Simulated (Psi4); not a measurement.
CCl2F (SMILES F[C](Cl)Cl), doublet, geometry from GFN2-xTB. Base run: PBE0/STO-3G (Psi4).

Geometry (Å):
```xyz
4

F     -0.0432     1.6087    -0.0723
C     -0.0164     0.3196     0.3049
Cl     1.4780    -0.4413     0.0010
Cl    -1.4494    -0.5231    -0.0703
```
Charge 0, spin multiplicity 2.
Orbitals are unrestricted.
All else is at Psi4's defaults (density fitting).
Base energy -1045.95169 Eh.

The base run was repeated with changes; each row names its change, and settings that it needs were set with it.

```csv
change,ΔE vs base (µEh),SCF cycles,grid points,basis functions
base,0.0,8,80541,28
dft_radial_points = 99,7.2,8,106817,28
dft_pruning_scheme = treutler,-27.7,8,42033,28
scf_type = mem_df,0.0,8,80541,28
dft_basis_tolerance = 1e-8,0.0,8,77771,28
level_shift = 0.3,0.0,8,80541,28
e_convergence = 1e-4,0.0,8,80541,28
diis_max_vecs = 15,0.0,8,80541,28
dft_radial_scheme = mura,7.5,8,83744,28
e_convergence = 1e-10,0.0,9,80541,28
guess = sap,0.0,9,80541,28
scf_type = direct,1941,10,80541,28
d_convergence = 1e-4,0.0,7,80541,28
```

Open shells are given as the SCF converged; they aren't shown to be the lowest states, and a large step between rows can be another state.
